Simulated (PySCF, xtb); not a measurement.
Be(NH2)(SeH) (BeH₃NSe), SMILES [SeH][Be][NH2].

GFN2-xTB (xtb 6.7.1) at its own geometry gives an orbital gap of 4.90 eV and a dipole moment of 4.32 D.

Geometry: PBE0-D3(BJ)/def2-TZVP. One conformer was computed; it need not be the lowest.

Question: What does B3LYP/def2-TZVPD in PySCF give? (The exact figures need the calculation; the answer reports its results.)

Answer: gap 6.04 eV (levels -6.82 and -0.77 eV), dipole 1.91 D.
